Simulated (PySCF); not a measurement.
An unknown shows these calculated signals:

1H NMR (300 MHz, computed): δ 4.16 (m, 3H), 2.05 (m, 1H), 1.62 (m, 3H), 1.35 (m, 1H).

13C{1H} NMR (computed): δ 132.7 (C), 23.7 (CH), 11.5 (CH), 10.6 (CH3).

Method: coordinates at the GFN2-xTB level, GIAO PBE0/pcSseg-1 shieldings, in PySCF (gas phase, one conformer, no relativistic terms, equivalent nuclei averaged).

Chemical shifts δ = σref − σ; 1H, 13C vs TMS, all at this level.

Which of these does the molecule contain: a CF3 group, a three-membered ring, an amide, a Si–H bond, an S-methyl group, a tert-butyl group?

Results:


- A CF3 group: yes (δC 132.7).
- A three-membered ring: yes.
- An amide: no.
- A Si–H bond: yes (δH 4.16 (m)).
- An S-methyl group: no.
- A tert-butyl group: no.

The data belong to `[SiH3][C@H]1[C@@H](C)[P@]1(=O)C(F)(F)F`, C$_{4}$H$_{8}$F$_{3}$OPSi; they needn't prove each group on their own.

Carbon signals by region: 1 in the sp2 and nitrile region (100–160 ppm), 3 below 50 ppm.

Splittings by 19F and 31P in the carbon and heteronuclear signals aren't shown, as no couplings were computed. Shifts are as computed. Against solution values, carbons near 30 ppm lie about +3 ppm off and those near 130 ppm about +5 ppm. Of 1211 compounds with measured shifts, 218 miss one by over three times the rms of a fit or turn the order of signals round; such compounds aren't used in these exercises. Multiplicities follow the n + 1 count of equivalent neighbours, as no J values were calculated; m marks all less simple cases, F and P coupling included.
